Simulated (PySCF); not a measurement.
Vertical excitations of a molecule C₆H₁₇NSi from TDA-PBE/def2-SVP (PySCF), as energy in eV (oscillator strength): 4.97 (0.007), 5.71 (0.002), 6.11 (0.006), 6.34 (0.007), 6.76 (0.061), 6.85 (0.005). Lowest triplet (TDA): 4.80 eV. Geometry: r2SCAN-D4/def2-SVP. The values are those of a single conformer.

### Question
Which molecule gave these data?
(A) CCN[SiH2][C@@H](C)CC
(B) CC(C)N[Si](C)(C)C
(C) CC(C)N([SiH3])C(C)C
(D) CN(C)[SiH2]C(C)(C)C

### Answer
C, CC(C)N([SiH3])C(C)C
